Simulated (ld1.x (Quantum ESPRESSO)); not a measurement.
## Reading a pseudo-wave (oxygen (O))

Columns: radius, all-electron u(r) and pseudo u(r) of the 2p shell (level -9.60 eV) of oxygen in the configuration [He] 2s1 2p5; LDA (PZ), scalar-relativistic, RRKJ scheme, ld1.x (Quantum ESPRESSO) 7.5.

| r (bohr) | all-electron | pseudo |
| --- | --- | --- |
| 0.075 | 0.0641 | 0.0232 |
| 0.150 | 0.1954 | 0.0899 |
| 0.225 | 0.3405 | 0.1923 |
| 0.300 | 0.4752 | 0.3186 |
| 0.375 | 0.5895 | 0.4552 |
| 0.450 | 0.6804 | 0.5882 |
| 0.525 | 0.7488 | 0.7057 |
| 0.600 | 0.7966 | 0.7990 |
| 0.675 | 0.8269 | 0.8636 |
| 0.750 | 0.8424 | 0.8991 |
| 0.825 | 0.8461 | 0.9088 |
| 0.900 | 0.8404 | 0.8980 |
| 0.975 | 0.8273 | 0.8732 |
| 1.050 | 0.8088 | 0.8407 |
| 1.125 | 0.7862 | 0.8052 |
| 1.200 | 0.7607 | 0.7702 |
| 1.275 | 0.7333 | 0.7368 |
| 1.350 | 0.7046 | 0.7054 |
| 1.425 | 0.6752 | 0.6753 |
| 1.500 | 0.6456 | 0.6456 |
| 1.575 | 0.6162 | 0.6162 |
| 1.650 | 0.5871 | 0.5871 |
| 1.725 | 0.5587 | 0.5587 |
| 1.800 | 0.5309 | 0.5309 |
| 1.875 | 0.5040 | 0.5040 |
| 1.950 | 0.4781 | 0.4781 |

How many radial nodes do the two functions have?

The all-electron 2p function has n − l − 1 = 0; the pseudo-wave has 0.

At about which radius was the pseudo-wave matched?

1.50 bohr, where the columns begin to agree (steps of 0.07 bohr).

Is the pseudo-wave norm-conserving?

Yes: the RRKJ scheme keeps the norm inside the radius equal to the all-electron one, which fixes the energy derivative of the logarithmic derivative at the level.
